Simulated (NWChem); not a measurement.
System: C2H7Al; SMILES [CH3][AlH][CH3]

```xyz
10

Al     0.0000     0.0000     0.5044
C     -1.7380     0.0000    -0.4236
H     -2.3352    -0.8770    -0.1362
H     -1.6554     0.0000    -1.5165
H     -2.3352     0.8770    -0.1362
C      1.7380     0.0000    -0.4236
H      2.3352     0.8770    -0.1362
H      1.6554     0.0000    -1.5165
H      2.3352    -0.8770    -0.1362
H      0.0000     0.0000     2.1042
```
Atoms are numbered in this order, from 1.

All runs use the structure optimised with B3LYP/6-31G* (spherical d).

Symmetry labels are those of C2v in the frame above (b1 and b2, or b-type labels, depend on it).

Q: List the 6 lowest vertical singlet excitations and the 6 lowest triplet ones from PBE0/6-31+G* (spherical d), full TDDFT (NWChem).

A: 
| state | energy (eV) | oscillator strength | symmetry | leading excitation (squared amplitude) |
|---|---|---|---|---|
| S1 | 5.35 | 0.000 | a2 | HOMO → LUMO (0.99) |
| S2 | 5.47 | 0.003 | b2 | HOMO−1 → LUMO (0.99) |
| S3 | 6.58 | 0.161 | b1 | HOMO → LUMO+1 (0.99) |
| S4 | 6.83 | 0.030 | a1 | HOMO−1 → LUMO+1 (0.97) |
| S5 | 7.27 | 0.028 | a1 | HOMO → LUMO+2 (0.97) |
| S6 | 7.39 | 0.116 | b1 | HOMO−1 → LUMO+2 (0.98) |
| T1 | 5.03 | spin-forbidden | a2 | HOMO → LUMO (0.98) |
| T2 | 5.05 | spin-forbidden | b2 | HOMO−1 → LUMO (0.98) |
| T3 | 6.18 | spin-forbidden | b1 | HOMO → LUMO+1 (0.91) |
| T4 | 6.38 | spin-forbidden | a1 | HOMO−1 → LUMO+1 (0.86) |
| T5 | 7.09 | spin-forbidden | a1 | HOMO → LUMO+2 (0.91) |
| T6 | 7.16 | spin-forbidden | b1 | HOMO−1 → LUMO+2 (0.91) |
